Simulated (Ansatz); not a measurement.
A structure relaxed at r2SCAN-D4/def2-SVP in Ansatz, charge 0, singlet:

```xyz
7

Hf   -1.061    0.173    1.574
Al    0.584   -0.446   -2.109
Al    1.236   -0.989    0.324
Al   -1.747    0.569   -1.068
Al   -1.115   -1.759   -0.396
Al    1.529    0.990    2.051
Al    0.575    1.460   -0.376
```

**Question.** Give its formula and point group.

**Answer.** HfAl₆. Point group Cs (tolerance 0.1 Å).

**Question.** Summarise the bond lengths by kind (pairs closer than 1.2 times the sum of covalent radii, bridged metal pairs left out).

**Answer.** 10 × Al–Al 2.50 to 2.75 Å; 5 × Al–Hf 2.76 to 2.86 Å. The metal has 5 neighbours: Al 2.86 Å, Al 2.76 Å, Al 2.76 Å, Al 2.76 Å, Al 2.85 Å.

In the def2 sets Hf takes a core potential; there is no spin–orbit coupling. The structure comes from a short search, and lower isomers may exist.
